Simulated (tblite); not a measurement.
Species: C₇H₁₄P₂.
Numbering: `[CH3:1][C:2]#[C:3][P:4]([CH2:5][PH2:6])[CH:7]([CH3:8])[CH3:9]` (hydrogens: H10, H11, H12 on C1; H13, H14 on C5; H15, H16 on P6; H17 on C7; H18, H19, H20 on C8; H21, H22, H23 on C9)

A start from a force field or distance geometry was refined with GFN2-xTB geometry optimisation, gas phase (tblite). Values at the start:

```json
{"coordinate": "C1–C2", "start": "1.478 Å"}
{"coordinate": "C1–H10", "start": "1.084 Å"}
{"coordinate": "C2≡C3", "start": "1.184 Å"}
{"coordinate": "C3–P4", "start": "1.850 Å"}
{"coordinate": "P4–C5", "start": "1.868 Å"}
{"coordinate": "P4–C7", "start": "1.873 Å"}
{"coordinate": "C5–P6", "start": "1.861 Å"}
{"coordinate": "C5–H13", "start": "1.099 Å"}
{"coordinate": "P6–H15", "start": "1.410 Å"}
{"coordinate": "C7–C8", "start": "1.527 Å"}
{"coordinate": "C7–H17", "start": "1.103 Å"}
{"coordinate": "C8–H18", "start": "1.085 Å"}
{"coordinate": "C1–C2–C3", "start": "179.2°"}
{"coordinate": "C2–C3–P4", "start": "178.9°"}
{"coordinate": "C3–P4–C5", "start": "98.8°"}
{"coordinate": "C3–P4–C7", "start": "99.3°"}
{"coordinate": "P4–C5–P6", "start": "114.4°"}
{"coordinate": "P4–C7–C9", "start": "110.8°"}
{"coordinate": "C5–P4–C7", "start": "99.7°"}
{"coordinate": "C8–C7–C9", "start": "109.7°"}
```

Task: How do these coordinates change at the GFN2-xTB level?

Result: 
```
coordinate  GFN2-xTB (Å or °)  change
     C3–P4              1.764  -0.086
     C1–C2              1.445  -0.033
     C2≡C3              1.206  +0.022
    P6–H15              1.395  -0.015
     P4–C7              1.883  +0.010
    C1–H10              1.090  +0.006
    C7–H17              1.098  -0.005
    C5–H13              1.095  -0.004
    C8–H18              1.088  +0.003
     P4–C5              1.871  +0.003
     C7–C8              1.525  -0.002
     C5–P6              1.859  -0.002
  C2–C3–P4              173.8    -5.1
  P4–C7–C9              108.3    -2.5
  C3–P4–C7               96.9    -2.4
  C3–P4–C5               96.6    -2.2
  P4–C5–P6              112.5    -1.9
  C1–C2–C3              177.4    -1.8
  C5–P4–C7               98.8    -0.9
  C8–C7–C9              110.6    +0.9
```

The energy falls by 4.3 kcal/mol over 61 L-BFGS steps, the largest force on an atom goes from 3.85 to 0.010 eV/Å, and the atoms move by 0.092 Å rms after alignment. The bond that changes most is C3–P4 (alkyne carbon to phosphine phosphorus), which shortens by 0.086 Å. Bonds longer at the end by more than 0.005 Å: 4 of 22; shorter: 8. Rotational constants go from 986.0, 886.8, 498.3 to 1051, 896.4, 517.6 MHz.

GFN2-xTB frequencies show an imaginary mode (25i cm⁻¹), so the point is no minimum at that level. 3 starts were optimised and ended at 0.00, 0.71 and 2.56 kcal/mol (GFN2-xTB); the lowest of these is shown.

Shape of the structure used: `[CH3:1][C:2]#[C:3][P:4]([CH2:5][PH2:6])[CH:7]([CH3:8])[CH3:9]`: C3–P4–C5–P6 74°, C3–P4–C7–C8 171°, H–P6–C5–P4 -47°, H–P6–C5–P4 45°.

These are computed values.
